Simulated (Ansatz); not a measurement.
Compare A (`C=C(S)[SiH2][SiH3]`) with its isomer B (`SC1[SiH2]C[SiH2]1`).

Calculated with Ansatz (gas phase, PBE0-D4/def2-TZVP geometries, no zero-point term in ΔE). CCSD(T)/CBS adds triple-zeta CCSD(T) − MP2 to the extrapolated MP2 energy (def2 sets, frozen cores). Functionals use def2-TZVPP. B3LYP here is the variant with VWN-RPA as its local correlation; programs differ in this. Each species was taken in one conformer, which may not be the lowest.

A:

Z-matrix (Å, degrees):
```
Si
Si 1 2.342
C 1 1.878 2 110.3
H 1 1.489 2 109.3 3 120.9
H 1 1.487 2 111.0 3 -118.7
H 2 1.487 1 110.5 3 -65.4
H 2 1.487 1 110.0 3 55.0
H 2 1.489 1 109.8 3 174.7
S 3 1.752 1 114.4 2 61.0
C 3 1.334 1 120.7 2 -117.1
H 9 1.346 3 98.0 1 -177.0
H 10 1.084 3 120.6 1 -1.9
H 10 1.087 3 122.6 1 178.1
```

B:

Z-matrix (Å, degrees):
```
Si
C 1 1.904
Si 1 2.601 2 46.8
C 1 1.890 2 90.9 3 -16.5
H 1 1.488 2 115.2 3 -136.9
H 1 1.486 2 111.0 3 97.9
S 2 1.794 1 117.2 3 -124.5
H 2 1.096 1 107.5 3 109.9
H 3 1.489 1 140.7 2 -77.3
H 3 1.485 1 109.8 2 100.6
H 4 1.093 1 111.9 2 -96.0
H 4 1.089 1 117.7 2 136.7
H 7 1.345 2 98.7 1 165.2
```

(1) Which is lower in electronic energy at CCSD(T)/CBS, and by how much? (Estimate.)

(2) Give E(B) − E(A) in kJ/mol with ωB97M-V, CCSD/def2-TZVPP, B2PLYP, MP2/def2-TZVPP, B3LYP-D4, PBE0-D4, CCSD(T)/def2-TZVPP. (An estimate is asked.)

Largest T1 diagnostic: 0.013.

Answers

(1) Computed: B, by 83.6 kJ/mol.

(2) Ansatz gave: ωB97M-V -94.3, CCSD/def2-TZVPP -79.7, B2PLYP -73.2, MP2/def2-TZVPP -94.6, B3LYP-D4 -65.8, PBE0-D4 -88.5, CCSD(T)/def2-TZVPP -77.7. None reverses the order clearly.

From PBE to PBE0 (25 % exact exchange), in def2-TZVPP and without D4, E(B) − E(A) moves by −15.3 kJ/mol. The D4 term adds −3.6 kJ/mol with B3LYP and −1.5 kJ/mol with PBE0; it sums over pairs of atoms, weighted by their polarisabilities, and B3LYP, whose exchange is more repulsive, gets the larger term.
